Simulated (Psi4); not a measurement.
HB, singlet, geometry from GFN2-xTB. Base run: PBE0/STO-3G (Psi4).

Geometry (Å):
```xyz
2

B      0.0000     0.0000    -0.1942
H      0.0000     0.0000     0.9709
```
Charge 0, spin multiplicity 1.
All else is at Psi4's defaults (density fitting).
Base energy -24.87054 Eh.

The base run was repeated with changes; each row names its change, and settings that it needs were set with it.

```csv
change,ΔE vs base (µEh),SCF cycles,grid points,basis functions
base,0.0,5,42590,6
dft_pruning_scheme = robust,0.0,5,29128,6
dft_spherical_points = 590,0.0,5,83188,6
diis_max_vecs = 15,0.0,5,42590,6
puream = false,16.8,5,42590,6
guess = sadno,0.0,5,42590,6
d_convergence = 1e-4,0.0,5,42590,6
dft_spherical_points = 194,-0.6,5,27374,6
d_convergence = 1e-8,0.0,5,42590,6
e_convergence = 1e-10,0.0,6,42590,6
dft_radial_scheme = becke,0.0,5,37452,6
scf_initial_accelerator = ediis,0.0,5,42590,6
soscf = true,0.0,5,42590,6
```
